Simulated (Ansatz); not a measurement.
Ansatz (a quantum-chemistry and plane-wave program) job for B(H)(NCO)(OMe) (C2H4BNO2), SMILES COBN=C=O, PBE0/def2-SVPD. Geometry: B3LYP-D3(BJ)/def2-SVP. The structure was generated by enumeration, and PubChem lists no compound with its InChIKey, so it may never have been made. Other conformers were not sampled.

Ansatz 0.2 input:
```yaml
crystal:
  periodic: [false, false, false]
  atoms:
    - {symbol: B, position_ang: [-0.55758045, 0.55766966, -0.00000000]}
    - {symbol: H, position_ang: [-1.73244261, 0.84567402, 0.00000000]}
    - {symbol: N, position_ang: [-0.15462156, -0.80824057, 0.00000000]}
    - {symbol: C, position_ang: [0.01396251, -1.99292691, 0.00000000]}
    - {symbol: O, position_ang: [0.19843038, -3.15036150, -0.00000000]}
    - {symbol: O, position_ang: [0.39525391, 1.50642477, 0.00000000]}
    - {symbol: C, position_ang: [0.10661691, 2.89037295, 0.00000000]}
    - {symbol: H, position_ang: [0.55449410, 3.35386958, -0.89299627]}
    - {symbol: H, position_ang: [0.55449410, 3.35386959, 0.89299627]}
    - {symbol: H, position_ang: [-0.97924333, 3.08274004, 0.00000000]}
basis:
  gaussian:
    orbitals: def2-SVPD
hamiltonian:
  xc: {name: PBE0}
```

Output:

```
WARN ansatz: RAYON_NUM_THREADS=1 ignored (pool sized by the plan → 1); use --threads N
Functional definition: PBE0
integrals: 0.08 GiB planned
1298 factors; their error is unknown
mean field: 0.70 GiB planned
mean field evaluation 1: about -8379.3839 eV, gradient 6.1e1 eV
mean field evaluation 2: about -8371.9135 eV, gradient 8.9e1 eV
mean field evaluation 4: about -8386.2711 eV, gradient 3.8e0 eV
mean field evaluation 8: about -8386.2972 eV, gradient 2.1e-1 eV
mean field evaluation 16: about -8386.2965 eV, gradient 8.4e-5 eV
mean field -8386.29645847 eV, -308.1907104128 hartree, gradient 8.4e-5 eV, S^2 0.000000; 0 other end points of the search recorded, 0 dependent functions left out
reference -8386.29649904 eV, -308.1907119038 hartree; 22, 22 occupied and 136, 136 virtual orbitals, 1298 factors
Total energy: -8386.29649904 eV, -308.1907119038 hartree
```

The run converged.
